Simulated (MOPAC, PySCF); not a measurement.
C4H9B, SMILES `C(C(=C)C)B`, neutral singlet in the gas phase. 

Cartesian coordinates (Å):
SMILES: BCC(=C)C
```xyz
14

B      1.9068     0.1376     0.6417
C      0.9508    -0.2335    -0.5350
C     -0.5034     0.0936    -0.3458
C     -1.1049     1.0546    -1.0375
C     -1.2243    -0.7191     0.6890
H      1.4913     0.4089     1.7246
H      3.0845     0.1177     0.4657
H      1.3342     0.1687    -1.4770
H      1.0800    -1.3268    -0.6298
H     -0.5744     1.6256    -1.7899
H     -2.1467     1.2998    -0.8735
H     -0.7142    -0.6574     1.6533
H     -2.2524    -0.3854     0.8179
H     -1.2350    -1.7742     0.4019
```
Charge 0, spin multiplicity 1.

All levels are single points at this geometry (M06-2X/def2-TZVP); Pople sets use spherical d functions. Orbital energies aren't observables, and empty levels follow the basis.

HF/STO-3G in PySCF gives gap (eV) = 14.68.

Estimate the gap (eV) from each of these levels: M06-2X/def2-TZVP in PySCF; B3LYP/6-31G* in PySCF; BP86/6-31G* in PySCF; M06-2X/6-31G* in PySCF; PM3 in MOPAC.


```json
[
 {"level": "M06-2X/def2-TZVP in PySCF", "gap (eV)": "7.67"},
 {"level": "B3LYP/6-31G* in PySCF", "gap (eV)": "5.25"},
 {"level": "BP86/6-31G* in PySCF", "gap (eV)": "3.51"},
 {"level": "M06-2X/6-31G* in PySCF", "gap (eV)": "7.90"},
 {"level": "PM3 in MOPAC", "gap (eV)": "10.29"}
]
```
